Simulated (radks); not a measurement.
Effect of the nuclear size on neutral zirconium, [Kr] 4d2 5s2. Calculated with a radial shooting solver on a logarithmic mesh with Libxc functionals: Dirac Kohn-Sham, BLYP, spin-unpolarised, spherical densities, finite nucleus; open shells are shared between the two j in proportion to 2j + 1; Fermi nuclear charge, rms radius 4.2694 fm. The rms radius is varied about that value; shifts are against it.

[
 {"rms radius (fm)": "3.5052", "total energy shift (eV)": "-0.358", "density at nucleus (e/bohr^3)": "7.625e+04", "1s1/2 shift (meV)": "-151", "2s1/2 shift (meV)": "-15.9", "4s1/2 shift (meV)": "-0.386", "4p1/2 shift (meV)": "0.066"},
 {"rms radius (fm)": "4.0047", "total energy shift (eV)": "-0.131", "density at nucleus (e/bohr^3)": "7.525e+04", "1s1/2 shift (meV)": "-55.4", "2s1/2 shift (meV)": "-5.82", "4s1/2 shift (meV)": "-0.142", "4p1/2 shift (meV)": "0.024"},
 {"rms radius (fm)": "4.2694", "total energy shift (eV)": "0", "density at nucleus (e/bohr^3)": "7.477e+04", "1s1/2 shift (meV)": "0.000", "2s1/2 shift (meV)": "0.000", "4s1/2 shift (meV)": "0.000", "4p1/2 shift (meV)": "0.000"},
 {"rms radius (fm)": "4.564", "total energy shift (eV)": "0.155", "density at nucleus (e/bohr^3)": "7.429e+04", "1s1/2 shift (meV)": "65.5", "2s1/2 shift (meV)": "6.87", "4s1/2 shift (meV)": "0.167", "4p1/2 shift (meV)": "-0.029"},
 {"rms radius (fm)": "4.7091", "total energy shift (eV)": "0.234", "density at nucleus (e/bohr^3)": "7.406e+04", "1s1/2 shift (meV)": "99.1", "2s1/2 shift (meV)": "10.4", "4s1/2 shift (meV)": "0.253", "4p1/2 shift (meV)": "-0.043"}
]

Slopes of the eigenvalues against <r^2> in GHz/fm^2, as finite differences over the two radii next to the reference (eigenvalue slopes, not the field-shift constants of lines): 1s1/2 6100, 2s1/2 641, 4s1/2 15.6, 4p1/2 -2.67.
